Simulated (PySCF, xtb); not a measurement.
ClRb, SMILES [Cl][Rb] (connectivity only; charge and spin as stated), charge -1, multiplicity 2.

Harmonic wavenumbers (cm⁻¹) from GFN2-xTB (xtb) at its own minimum, in rising order: 68.

Problem. What does PySCF 2.14.0 with PBE0-D3(BJ)/def2-TZVPD give at its own minimum? (The exact figures need the calculation; the answer reports its results.)

Solution. 169. Paired by order, the mean absolute difference is 101 cm⁻¹ and the zero-point energies are 0.1 and 0.2 kcal/mol.
